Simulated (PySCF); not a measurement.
# Reading the logs of faulty runs: AlH3NOSi

Calculated results; nothing here was measured. The program is PySCF 2.14.0, an open-source quantum chemistry code, run on an isolated molecule that a program drew, which may never have been made. The molecule is AlH3NOSi (charge 0, doublet), drawn as the SMILES string `O[SiH]=[N][AlH]`.

Each row is a Hartree-Fock (HF) and frozen-core CCSD(T) single point in the cc-pV(D+d)Z basis, meant for a local HF minimum. Run 1 is clean. Each other run has one planted mistake out of seven kinds, and not every kind appears here: one electron removed, one electron added, multiplicity raised by two, geometry at a saddle point, minimal basis STO-3G, one bond length entered in bohr, all coordinates scaled. The reference is restricted for singlets and unrestricted otherwise, and also for a bond in bohr. Adding or removing an electron swaps singlet and doublet. Electrons count all cores. HOMO and LUMO are orbital energies over both spins, the gradient is its largest component, and the lowest frequency (negative if imaginary) is given only where the gradient is small. Bond lengths are over the 6 bonds as drawn. T1 is the CCSD diagnostic: over 0.02 (restricted) or 0.045 (unrestricted) a single reference is doubtful.

Geometry of the clean run:
```xyz
7
AlH3NOSi, angstrom
O    -1.1685   -2.0636   -1.7800
Si   -0.6733   -1.6349   -0.2973
N     0.6445   -2.0715    0.3934
Al    2.1232   -2.7439    1.0506
H    -1.9909   -1.7342   -2.1121
H    -1.6938   -0.7540    0.2847
H     3.4945   -1.9334    0.8905
```

```
run,electrons,basis functions,<S^2>,HOMO (eV),LUMO (eV),gradient (hartree/bohr),lowest frequency (cm^-1),mean bond (Å),longest bond (Å),T1,HF (hartree),CCSD(T) (hartree),mistake
1,45,89,0.756,-7.22,1.84,4.6e-06,65,1.4899,1.752,0.0183,-661.94499,-662.47406,no fault
2,45,89,0.754,-6.94,2.11,5.8e-02,-,1.4124,1.661,0.0163,-661.91823,-662.43555,all coordinates scaled
3,45,31,1.069,-3.61,7.81,4.3e-02,-,1.4899,1.752,0.0499,-653.83767,-654.03857,minimal basis STO-3G
4,45,89,0.756,-7.18,1.54,3.8e-05,-172,1.4905,1.755,0.0176,-661.94179,-662.46937,geometry at a saddle point
5,46,89,0.000,0.40,6.96,5.3e-02,-,1.4899,1.752,0.0227,-661.90014,-662.46915,?
6,44,89,0.000,-15.68,-5.83,5.8e-02,-,1.4899,1.752,0.0205,-661.70459,-662.23002,?
```

**Which mistake was planted in run 5, and what did it cost?**

It counts 46 electrons, one more than the clean run, at the same geometry and basis. So the mistake is: one electron added. Subtracting run 1 and multiplying by 627.51 kcal/mol a hartree, the energy moved by 28.1 kcal/mol in HF and 3.1 kcal/mol in CCSD(T).

**Which mistake was planted in run 6, and what did it cost?**

It counts 44 electrons, one fewer than the clean run, at the same geometry and basis. So the mistake is: one electron removed. Subtracting run 1 and multiplying by 627.51 kcal/mol a hartree, the energy moved by 150.9 kcal/mol in HF and 153.1 kcal/mol in CCSD(T).

Cautions from the logs. Run 3: T1 is over the limit, so its CCSD(T) energy is less reliable; run 5: T1 is over the limit, so its CCSD(T) energy is less reliable and the HOMO is above zero, so the electron isn't bound and the energy depends on the basis; run 6: T1 is over the limit, so its CCSD(T) energy is less reliable.
